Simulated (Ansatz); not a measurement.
This Ansatz (a first-principles code) input (MP2/aug-cc-pVQZ) gives -54.50844 Eh with 80 basis functions.

Ansatz 0.2 input:
```yaml
crystal:
  periodic: [false, false, false]
  atoms:
    - {symbol: N, position_ang: [0.00000000, 0.00000000, 0.00000000]}
basis:
  gaussian:
    orbitals: aug-cc-pVQZ
magnetization: {spin_polarized: true, initial_magnetization: 3}
correlation: {method: mp2, electrons: outside_noble_gas}
scf: {lower_state_search: full}
```

Change:
```diff
- orbitals: aug-cc-pVQZ
+ orbitals: aug-pcseg-3
```

Problem. What does the run give now?

Solution. -54.50501 Eh (MP2/aug-pcseg-3, 85 functions), a change of +3.43 mEh.
